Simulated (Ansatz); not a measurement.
`C[Si](N)(N)Cl` + H–F → `C[Si](N)(N)F` + HCl  (ligand exchange at the Si–Cl bond)

Computed with Ansatz on PBE0-D4/def2-TZVP structures; ΔE is electronic, products minus reactants. CCSD(T)/CBS adds triple-zeta CCSD(T) − MP2 to the extrapolated MP2 energy (def2 sets, frozen cores). This one scheme is used for every species. Functionals use def2-TZVPP. One conformer a species, not always the lowest.

| level | ΔE (kJ/mol) |
| --- | --- |
| LDA (SPW92) | -44.4 |
| r2SCAN | -49.0 |

(1) What does CCSD(T)/CBS give? (An estimate is asked.)

Largest T1 diagnostic among the species: 0.010.

## Answers

(1) Ansatz gave: -44.2 kJ/mol. The listed levels differ from it by -0.2, -4.8 kJ/mol.

In def2-TZVPP, CCSD(T) changes the Hartree–Fock value by +12.6 kJ/mol (the triples alone add +3.0 kJ/mol) and MP2 by +20.1 kJ/mol. The D4 term adds +7.6 kJ/mol with B3LYP and +4.2 kJ/mol with PBE0; it sums over pairs of atoms, weighted by their polarisabilities, and B3LYP, whose exchange is more repulsive, gets the larger term. At CCSD(T), def2-SVP lies −5.2 kJ/mol from the extrapolated value and def2-TZVPP −4.5 kJ/mol.

CCSD(T)/CBS has its own doubt, a few kJ/mol and more with outer-core shells, so smaller differences from it don't rank the levels.

B3LYP here is the variant with VWN-RPA as its local correlation; programs differ in this.
